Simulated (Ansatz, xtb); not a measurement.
**GaGeH5N: where a starting geometry ends**

The starting geometry of this gas-phase doublet was built from a drawn formula by distance geometry; its bonds are those of `[NH][GeH2][GaH2]`.

```xyz
8

Ga    2.3985   -1.2947    0.2417
Ge   -0.0845   -1.3541    0.1463
N    -0.5428   -1.9190    1.9060
H    -0.7948   -1.1675    2.5014
H    -0.5550   -2.4001   -0.9332
H    -0.6623    0.0321   -0.1750
H     3.3111   -0.3817    1.1955
H     2.6306   -2.9093    0.5567
```

Q: Predict what becomes of its bonds when it is optimised with r2SCAN-D4/def2-SVP.

A: It rearranges to `[GaH2][NH][GeH2]`. Contacts that open: Ga1–Ge2 (2.49 → 3.32 Å). Contacts that close: Ga1–N3 (3.44 → 1.84 Å).

The energy falls by 2.17 eV over 22 steps:

```
step  E − E(last) (eV)
   1             2.166
   3             1.432
   6             1.233
   8             0.732
  10             0.452
  13             0.305
  15             0.135
  17             0.018
  20             0.000
  22             0.000
```

Final geometry (Å):

```tsv
atom	x (Å)	y (Å)	z (Å)
Ga	2.1751	-1.7881	1.2754
Ge	-0.5846	-1.0303	-0.4038
N	0.6032	-0.8804	0.9980
H	0.3979	-0.1077	1.6321
H	-0.3766	-2.4515	-0.9816
H	-2.0263	-0.8743	0.1556
H	3.0182	-1.3434	2.5070
H	2.4939	-2.9186	0.2567
```

From the same start GFN2-xTB reaches the same bonding as this run.

The end wasn't checked by frequencies. Open shells are spin-unrestricted. Run with Ansatz 0.2.0, 2 min on 2 threads of Intel(R) Xeon(R) Platinum 8488C (Sapphire Rapids), on a shared host.
